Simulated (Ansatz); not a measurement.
Complex (SMILES): C#N (CH-N) with [H][H] (H2), atoms 1 to 3 the first; geometry from B3LYP-D3(BJ)/def2-TZVP, monomers rigid:
```xyz
5

C      0.0824     0.0127    -0.2975
N     -0.1799    -0.1015     0.8121
H      0.3266     0.1188    -1.3306
H     -0.9999    -0.4792     4.2527
H     -0.8279    -0.3991     3.5322
```

How fast the counterpoise-corrected interaction energy converges with the basis for several methods (Ansatz, a first-principles code): deviation from each method's own reference, in kcal/mol. References: CCSD(T) -0.54 kcal/mol, Hartree-Fock in aug-cc-pVQZ plus the correlation part extrapolated as X^-3 from aug-cc-pVTZ and aug-cc-pVQZ; HF -0.11 kcal/mol, the value in aug-pcseg-3; MP2 -0.56 kcal/mol, Hartree-Fock in aug-cc-pVQZ plus the correlation part extrapolated as X^-3 from aug-cc-pVTZ and aug-cc-pVQZ; PBE -0.49 kcal/mol, the value in aug-pcseg-3; PBE0 -0.44 kcal/mol, the value in aug-pcseg-3. All functions are spherical. In correlated methods cores are frozen. No added dispersion term, no relativity. 

```csv
basis,functions,CCSD(T),HF,MP2,PBE,PBE0
cc-pVDZ,43,0.25,-0.01,0.20,-0.04,-0.03
pcseg-1,43,0.26,-0.02,0.21,-0.03,-0.03
6-311+G**,62,0.23,-0.01,0.20,0.01,-0.01
aug-cc-pVDZ,73,0.11,0.02,0.10,0.04,0.03
def2-TZVPD,101,0.11,0.00,0.09,0.01,0.01
cc-pVQZ,200,0.07,0.00,0.06,0.00,0.00
def2-QZVPP,204,0.07,0.00,0.06,0.00,0.00
aug-pcseg-3,317,0.02,0.00,0.02,0.00,0.00
```

Mean absolute deviation over 6-311+G**, def2-TZVPD: PBE 0.01, PBE0 0.01, HF 0.01, MP2 0.15, CCSD(T) 0.17 kcal/mol.
